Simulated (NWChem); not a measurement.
# Correlation energy of BCl (+1)

```
Cl
B 1 1.6037
```
Charge +1, spin multiplicity 2.

Program: NWChem. Structure: optimised with UPBE0/def2-SVP, a minimum by its harmonic frequencies.

Basis set: def2-TZVP. Each correlation energy counts from its own Hartree-Fock reference.

The correlated methods keep 6 core orbitals frozen. This spin state was chosen for the runs; another may lie lower. The structure started from a generated list of species. The unpaired electrons of the parent sit in orbitals of symmetry a1 (C2v labels of the run); other states weren't searched. No SCF solution was tested for a lower state. Open-shell Hartree-Fock references start from PBE0 orbitals. No row is a measurement; the coupled-cluster row has its own basis-set and correlation limits.

```
method           correlation energy (mHa)
---------------  ------------------------
UMP2                               -225.1
SCS-UMP2                           -220.1
CCSD on UHF                           [?]
CCSD[T] on UHF                        [?]
CCSD(T) on UHF                        [?]
CCSD on ROHF                       -247.3
CCSD[T] on ROHF                       [?]
CCSD(T) on ROHF                    -260.5
```

Q: Some entries are withheld; supply them.

A: 
- CCSD on UHF, correlation energy (mHa): -246.0
- CCSD[T] on UHF, correlation energy (mHa): -259.5
- CCSD(T) on UHF, correlation energy (mHa): -258.9
- CCSD[T] on ROHF, correlation energy (mHa): -261.2
